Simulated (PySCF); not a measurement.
# Assigning NMR signals

Structure with atom numbers: `[F:1][C:2]1=[C:3]([CH:4]([F:5])[F:6])[C@@H:7]2[CH:8]=[CH:9][C@H:10]1[O:11]2`. Each H is labelled by its parent atom.

PySCF 2.14 calculation with NMR shieldings at PBE0/pcSseg-1/GIAO and geometry from GFN2-xTB; one conformer, non-relativistic Hamiltonian, in vacuum.

Referencing at the same level of theory: 13C (σref 186.93), 1H (σref 31.72) against TMS.

Question: Assign these signals to the numbered atoms. 13C{1H} NMR (computed): δ 197.5, 160.0, 150.8, 130.4, 114.2, 84.7, 84.4.

Answer: 
197.5 → C2, fully substituted alkene carbon
160.0 → C8, alkene CH: the olefinic region
150.8 → C9, alkene CH
130.4 → C3, fully substituted alkene carbon: as expected for a trigonal carbon in a double bond
114.2 → C4, allylic sp3 CH bonded to 2 F: 2 electronegative neighbours deshield it
84.7 → C10, allylic sp3 CH bonded to O: pulled downfield by the heteroatom
84.4 → C7, allylic sp3 CH bonded to O

C10 and C7 lie closer than the usual error of such a calculation, so a measured spectrum could show them in the other order.

Question: Assign these signals to the numbered atoms. 1H NMR (600 MHz, computed): δ 7.75 (m, 1H), 7.44 (m, 1H), 7.01 (m, 1H), 5.54 (m, 1H), 4.96 (m, 1H).

Answer: 
7.75 → H(C8), hydrogen on an alkene CH: olefinic region
7.44 → H(C9), hydrogen on an alkene CH
7.01 → H(C4), hydrogen on an allylic sp3 CH bonded to 2 F: its carbon carries F, an electronegative neighbour
5.54 → H(C7), hydrogen on an allylic sp3 CH bonded to O: its carbon carries O, hence the downfield position
4.96 → H(C10), hydrogen on an allylic sp3 CH bonded to O

Splittings by 19F in the carbon and heteronuclear signals aren't shown, as no couplings were computed. Shifts are as computed. Against solution values, carbons near 30 ppm lie about +3 ppm off and those near 130 ppm about +5 ppm. Of 1211 compounds with measured shifts, 218 miss one by over three times the rms of a fit or turn the order of signals round; such compounds aren't used in these exercises. Multiplicities follow the n + 1 count of equivalent neighbours, as no J values were calculated; m marks all less simple cases, F and P coupling included.
